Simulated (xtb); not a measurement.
SbBr₂, SMILES [Br][Sb+][Br] (connectivity only; charge and spin as stated), charge +1, multiplicity 1. All values are semi-empirical tight-binding results from xtb (GFN2-xTB unless named), good for trends rather than for accurate numbers. Geometry: GFN2-xTB. The multiplicity is an assumed one; other spin states were not compared. The isomer is the one that the SMILES or the coordinates give; other isomers of the formula were not compared.

Optimised geometry:

```xyz
3

Sb     0.0000     0.0000     0.9458
Br     0.0000     1.8673    -0.6891
Br     0.0000    -1.8673    -0.6891
```
Charge +1, spin multiplicity 1.

For metal compounds this method's bond lengths and energies can be far off.

Computed properties:
```
Item                                            Value
-------------------------------------  --------------
point group as xtb finds it                       C2v
orbital gap                                   1.73 eV
zero-point energy                        0.8 kcal/mol
G − E(el) at 298.15 K (modified RRHO)  -19.1 kcal/mol
```

Give the atomic charges and the Wiberg bond orders between heavy atoms. (Estimate from the structure and the level; the computed values follow.)

charges (e) Sb1 0.66, Br2 0.17, Br3 0.17. Bond orders Sb1–Br2 1.60, Sb1–Br3 1.60.
